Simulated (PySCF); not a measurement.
Ga(Et)3 (C6H15Ga), SMILES C[CH2][Ga]([CH2]C)[CH2]C.

Geometry optimised at B3LYP-D3(BJ)/def2-SVP. The isomer is the one that the SMILES or the coordinates give; other isomers of the formula were not compared. One conformer was computed; it need not be the lowest.

Method: C-PCM-M06-2X/def2-SVP (PySCF).

The values are the electrostatic part of the solvation free energy, E(continuum) − E(gas) at the gas-phase geometry, in a cavity of scaled van der Waals radii (PySCF's table); cavitation and dispersion terms are not included. A continuum can't describe solvent molecules that bind to the metal. In vacuum the orbital gap is 7.78 eV. The dipole moment in vacuum is 0.17 D.

Computed values in water (ε = 78.36), 1-octanol (ε = 9.86), acetonitrile (ε = 35.69):
```
solvent           ε  ΔG(elec) (kcal/mol)  dipole (D)  gap (eV)
------------  -----  -------------------  ----------  --------
water         78.36                 -1.9        0.23      8.00
1-octanol      9.86                 -1.7        0.22      7.98
acetonitrile  35.69                 -1.9        0.23      7.99
```
